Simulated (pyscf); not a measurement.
Optimised with ωB97X-D3(BJ)/def2-SVP in PySCF. Singlets are restricted, triplets unrestricted.

Singlet (Å):
```xyz
7

Si     0.2617     0.4978    -0.0863
Se     2.0954     0.8858     1.2104
Pb     1.8956    -1.0633     2.9214
Cl    -0.1886    -2.0687     2.0249
H      0.3403    -0.8219    -0.7621
H      0.3106     1.5746    -1.1171
H     -0.9947     0.6316     0.6936
```

Triplet (Å):
```xyz
7

Si    -0.9112    -0.2019     0.3261
Se    -0.1274    -0.9741     2.3353
Pb     0.9059    -3.3762     1.2823
Cl     2.1762    -1.1608     0.6635
H     -0.2419     1.0814    -0.0015
H     -0.7109    -1.2229    -0.7319
H     -2.3703     0.0344     0.5285
```

**Question.** For these two minima of `[SiH3][Se][Pb][Cl]`, which spin state lies lower at ωB97X-D3(BJ)/def2-TZVP, and by how much (electronic energies)?

**Answer.** The singlet, by 52.8 kcal/mol. Zero-point energy shifts E(triplet) − E(singlet) by -0.3 kcal/mol. The 7 functionals that were run give +46.9 (M06-2X) to +52.8 kcal/mol (ωB97X-D3(BJ)/def2-TZVP). Other isomers of H₃Si–Se–Pb:–Cl [singlet] were not searched in full and may lie lower. 

E(triplet) − E(singlet) by level (kcal/mol):

| level | gap |
|---|---|
| ωB97X-D3(BJ)/def2-TZVP | +52.8 |
| PBE/def2-TZVP | +48.8 |
| r²SCAN/def2-TZVP | +48.3 |
| B3LYP-D3(BJ)/def2-TZVP | +49.1 |
| PBE0-D3(BJ)/def2-TZVP | +49.1 |
| M06-2X/def2-TZVP | +46.9 |
| ωB97M-D3(BJ)/def2-TZVP | +49.6 |
| HF/def2-TZVP | +40.4 |

The triplet is the lowest one reached from the SCF start used. Elements up to Kr have no core potential and no relativistic terms here. Elements past Kr carry the def2 core potentials, without spin-orbit coupling.
